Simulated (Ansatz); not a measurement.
One change: `N=C(O)CN` becomes `N=C([SiH3])CN`.

Ansatz, PBE0-D4/def2-TZVP geometries, multiplicity 1. Each molecule was computed in one conformer, which needn't be the lowest.

```
                                                                                  property  `N=C(O)CN`
ideal-gas entropy at 298 K and 1 bar (rigid rotor, harmonic PBE0-D4/def2-TZVP) / J/(mol·K)         314
                                                       LUMO energy (B3LYP/def2-TZVPP) / eV        0.09
                                                       HOMO–LUMO gap (PBE/def2-TZVPP) / eV        4.91
                                                        LUMO energy (PBE0/def2-TZVPP) / eV        0.40
                                                      HOMO–LUMO gap (PBE0/def2-TZVPP) / eV        7.48
                                                   HOMO–LUMO gap (ωB97M-V/def2-TZVPP) / eV       11.65
```

(1) Give the same properties after the change, and the shifts. (An estimate is asked.)

Results:

(1) Computed: 
```csv
property,`N=C([SiH3])CN`,shift
"ideal-gas entropy at 298 K and 1 bar (rigid rotor, harmonic PBE0-D4/def2-TZVP) / J/(mol·K)",350,36
LUMO energy (B3LYP/def2-TZVPP) / eV,-0.64,-0.73
HOMO–LUMO gap (PBE/def2-TZVPP) / eV,4.20,-0.71
LUMO energy (PBE0/def2-TZVPP) / eV,-0.41,-0.81
HOMO–LUMO gap (PBE0/def2-TZVPP) / eV,6.72,-0.76
HOMO–LUMO gap (ωB97M-V/def2-TZVPP) / eV,11.24,-0.41
```

With PBE0 the HOMO falls by 0.05 eV and the LUMO falls by 0.81 eV, so the gap narrows by about 0.76 eV. PBE moves the HOMO by -0.12 eV and ωB97M-V by 0.02 eV. The zero-point energy changes by 23.1 kJ/mol with +6 modes. Modes under 60 cm⁻¹, often nearly free rotors, make the harmonic entropy too high.

Positive LUMOs are unbound, so they and the gaps depend on the basis.

B3LYP here is the variant with VWN-RPA as its local correlation; programs differ in this.
